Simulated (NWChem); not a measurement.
A series in which one site is exchanged, each optimised at PBE0/def2-SVP with NWChem, gas phase unless a solvent is named. Some are not confirmed as minima by frequencies. def2 effective core potentials on Sb, Bi; no spin-orbit coupling.

A: [Cl][SbH][Cl] (SbHCl$_{2}$; site = Sb)
B: [Cl][BiH][Cl] (BiHCl₂; site = Bi)
C: [Cl][GaH][Cl] (GaHCl2; site = Ga)
D: [Cl][AlH][Cl] (AlHCl₂; site = Al)

**Question.** Rank them by static polarisability, CAM-B3LYP/def2-SVPD (bohr³), lowest first.

**Answer.** D (52.2), C (55.2), A (70.8), B (75.8)
